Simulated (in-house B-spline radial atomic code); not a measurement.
Results of a calculation; reference values are marked as such.
## Two electrons in Si: a parabolic dot with ħω = 49.1 meV in all three directions

For Si the NSM archive of the Ioffe Institute lists m_l = 0.98 m0, m_t = 0.19 m0 and ε = 11.7; the model takes one isotropic valley with the conductivity mass 3/(1/m_l + 2/m_t) = 0.26 m0, and so misses anisotropy and the other valleys. All triplets below are those of one valley; with several valleys two electrons can form a triplet in the 1s orbital itself, at an energy set by the valley splitting.

Effective-mass model with parabolic bands, a uniform dielectric constant, no image charges, no central-cell or spin-orbit terms. Two-electron levels come from full CI in B-splines with partial waves to l = 5 (up to 0.001 effective hartree above the limit).

(1) What are the effective units, and what is the potential in them?

In these units the lowest s and p orbitals lie at 1.425000 and 2.375000, and their Coulomb and exchange integrals are J_ss = 0.777682, J_sp = 0.648068 and K_sp = 0.1296. (For a parabolic well J_ss = √(2ω/π).) Full CI gives 3.560352 for the ground singlet, 4.301644 for the sp triplet, 4.510575 for the sp singlet and 5.251666 for the lowest triplet of two s orbitals.

(2) What does it cost to add the second electron, to first order and exactly?

(3) How far above the singlet do the triplets lie?

Results:

(1) Ha* = 27211.386 meV × 0.26/11.7² = 51.68 meV and a* = 0.0529177 nm × 11.7/0.26 = 2.381 nm. The frequency is ω = 0.95 Ha*. The one-electron levels are 3ω/2 = 1.4250 and 5ω/2 = 2.3750 Ha*.

(2) To first order E = 2ε_s + J_ss = 3.627682, so the charging energy E(2) − 2E(1) is J_ss = 40.19 meV. CI gives 3.560352 − 2 × (1.425000) = 0.710352, or 36.71 meV: relaxation and correlation lower it by 3.48 meV, 8.7 % of J_ss. The s² configuration of one-electron orbitals holds 97.3 % of the state, and the mean radius is 2.95 nm.

(3) To first order the sp triplet lies at ε_s + ε_p + J_sp − K_sp = 4.318455, which is 35.7 meV above 2ε_s + J_ss. CI gives 4.301644 − (3.560352) = 0.741292, or 38.31 meV, 78 % of the orbital spacing of 49.1 meV. The ss triplet lies 87.41 meV up, so the lower of the two is the sp one, and its gap equals k_BT at 445 K. The sp singlet-triplet splitting is 10.8 meV, against 2K_sp = 13.4 meV. The sp singlet lies ħω above the ground state (0.950223 against 0.95), as Kohn's theorem demands for a parabolic well.
